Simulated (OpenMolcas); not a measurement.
## Computed transition rates of N+

```yaml
Program: OpenMolcas 26.06
Method: "MS-CASPT2, IPEA 0.25 Eh, imaginary shift 0.1 Eh (closed shells correlated: 1s)"
Basis: ANO-R3 [4s4p2d1f]
Scalar_Hamiltonian: X2C, finite nucleus
Active_space: 4 electrons in 4 orbitals (2s 2p)
State_averaging: 2S+1 = 3 even, 6 roots; 2S+1 = 1 even, 6 roots; 2S+1 = 5 odd, 1 root; 2S+1 = 3 odd, 9 roots; 2S+1 = 1 odd, 8 roots
Spin-orbit_coupling: state interaction with AMFI integrals over the reference wave functions, term energies averaged over their components
```

Rates come from the transition moments of the reference wave functions (E1 and E2 in the length form). At fixed line strength A goes as λ^-3 for E1 and M1 and as λ^-5 for E2, so a rate at the computed wavelength can be rescaled to the measured one. Measured vacuum wavelengths follow from level energies in NIST Handbook of Basic Atomic Spectroscopic Data. Branching counts decays inside the model space alone, at computed energies, and the table is only a selection of the E2 and M1 lines, drawn from those between levels with measured partners whose computed energy lies within a factor of 1.5 of the measured one.

```json
{"Upper": "2s² 2p² ¹D₂", "Lower": "2s² 2p² ³P₂", "Type": "M1", "λ computed (nm)": "659.9", "λ measured (nm)": "658.5", "A computed (s-1)": "2.36e-03", "A rescaled (s-1)": "", "Branching %": "74.5"}
{"Upper": "2s² 2p² ¹D₂", "Lower": "2s² 2p² ³P₁", "Type": "M1", "λ computed (nm)": "656.1", "λ measured (nm)": "655", "A computed (s-1)": "8.00e-04", "A rescaled (s-1)": "", "Branching %": "25.3"}
{"Upper": "2s² 2p² ¹S₀", "Lower": "2s² 2p² ¹D₂", "Type": "E2", "λ computed (nm)": "606", "λ measured (nm)": "575.6", "A computed (s-1)": "8.84e-01", "A rescaled (s-1)": "1.14e+00", "Branching %": "96.9"}
{"Upper": "2s² 2p² ¹S₀", "Lower": "2s² 2p² ³P₁", "Type": "M1", "λ computed (nm)": "315", "λ measured (nm)": "306.4", "A computed (s-1)": "2.78e-02", "A rescaled (s-1)": "", "Branching %": "3.1"}
```

Spin-changing lines and M1 lines between different terms are not rescaled, since their strength hangs on the term gaps too.

The largest correction is for 2s² 2p² ¹S₀ → 2s² 2p² ¹D₂ (E2): 8.84e-01 × (606 / 575.6)^5 = 1.14e+00 s-1, a factor of 1.29.

The computed rate and branching of 2s² 2p² ¹S₀ → 2s² 2p² ¹D₂ give the upper level a radiative lifetime of 0.969 / 8.84e-01 s-1 = 1.10e+00 s, counting decays inside the model space alone. The rescaled rate gives about 8.5e-01 s.

No measured rate stands beside these. Rescaling mends the energy factor alone: line strengths can still be far off where a level mixes with configurations outside the active space, and weak or spin-changing lines hang on small mixing coefficients that depend on the term gaps too, so rescaling need not improve them.

CASPT2 does not keep the components of a term degenerate, so their means are used; among the terms shown or strongly mixed into the levels shown the widest spread is 37 cm-1 (2s² 2p² ¹D). Measured partners are found by configuration, term and J. A level has none where our copy of the source lacks it or the pairing is in doubt (some pairs that miss far off the trend of their configuration count as doubtful). Only configurations of the active space appear.
